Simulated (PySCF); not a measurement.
ClH3S3Sn, SMILES [SH][Sn]([SH])([SH])[Cl]. Atoms are numbered in the order given.

```xyz
8

S     -1.0419    -0.8283    -2.0262
Sn    -0.0106     0.0110     0.0073
S      0.3890    -1.8143     1.5603
S      2.0761     1.1417    -0.5129
Cl    -1.4797     1.5603     1.0173
H     -0.8281    -2.1061    -1.6304
H      1.7283    -1.6577     1.4290
H      2.0152     0.7056    -1.7940
```
Charge 0, spin multiplicity 1.

Geometry: B3LYP-D3(BJ)/def2-SVP. The structure was generated by enumeration; whether it is a known compound was not checked. The def2 effective core potentials stand for the cores of Sn; spin–orbit coupling is left out. Other conformers were not sampled.

These are IEF-PCM-ωB97X/def2-SVP (PySCF 2.14.0) values and carry that method's errors.

The values are the electrostatic part of the solvation free energy, E(continuum) − E(gas) at the gas-phase geometry, in a cavity of scaled van der Waals radii (PySCF's table); cavitation and dispersion terms are not included. A continuum can't describe solvent molecules that bind to the metal. In vacuum the orbital gap is 9.72 eV. The dipole moment in vacuum is 2.88 D.

Computed values in water (ε = 78.36), dimethylsulfoxide (ε = 46.83), acetonitrile (ε = 35.69):
```csv
solvent,ε,ΔG(elec) (kcal/mol),dipole (D),gap (eV)
water,78.36,-7.1,4.00,9.69
dimethylsulfoxide,46.83,-6.9,3.98,9.69
acetonitrile,35.69,-6.9,3.96,9.69
```
